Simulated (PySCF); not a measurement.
1,2-Dichloro-1,1,2,2-tetrafluoroethane, C2Cl2F4, SMILES FC(F)(Cl)C(F)(F)Cl, point group C2h.

Level: PBE0/pcSseg-1 in PySCF (density fitting, grid level 2); geometry and Hessian at that level, cubic constants and property derivatives from steps of ±0.6 along each species' dimensionless normal coordinates, second-order vibrational perturbation theory. The parent has the commonest isotopes.

Equilibrium geometry (Å):

```csv
atom,x,y,z
F1,1.0968,1.3596,-0.1362
C2,0.7486,0.1154,0.1774
F3,0.8936,-0.0575,1.4876
Cl4,1.7858,-1.0244,-0.6874
C5,-0.7395,-0.1059,-0.2020
F6,-1.0877,-1.3502,0.1117
F7,-0.8845,0.0669,-1.5122
Cl8,-1.7767,1.0338,0.6628
```

Q: Give the equilibrium and ground-state rotational constants (MHz) of parent; ¹³C at 2.

A: 
```csv
species,Ae,Be,Ce,A0,B0,C0,Δ0 (u Å²),harmonic ZPE (cm⁻¹)
parent,2231.1,1158.8,1042.9,2218.6,1152.1,1036.8,-179.004,5729
¹³C at 2,2228.7,1157.8,1041.6,2216.4,1151.2,1035.6,-178.994,5672
```

Δ0 = Ic − Ia − Ib from the ground-state constants.

Q: How is the parent's vibrational correction B0 − Be made up?

A: 
| axis | harmonic | Coriolis | cubic | total (MHz) |
| --- | --- | --- | --- | --- |
| a | 1.37 | -1.52 | -12.4 | -12.5 |
| b | 0.591 | -0.372 | -6.87 | -6.65 |
| c | 0.428 | -0.178 | -6.37 | -6.12 |

Q: And its quartic centrifugal distortion constants from the harmonic force field?

A: Asymmetric top, A reduction, Ir representation: ΔJ = 0.0571 kHz, ΔJK = 0.00544 kHz, ΔK = 0.106 kHz, δJ = 0.00752 kHz, δK = 0.062 kHz.

Q: Which nuclear quadrupole couplings χaa, χbb, χcc (MHz) does the parent show, at equilibrium and averaged?

A: 35Cl at 4: -53.8, 12.9, 40.9 and -53.5, 12.9, 40.6; 35Cl at 8: -53.8, 12.9, 40.9 and -53.5, 12.9, 40.6.

A mode lies under 250 cm⁻¹, where this perturbation treatment is rough. Internal rotors are held in one well.
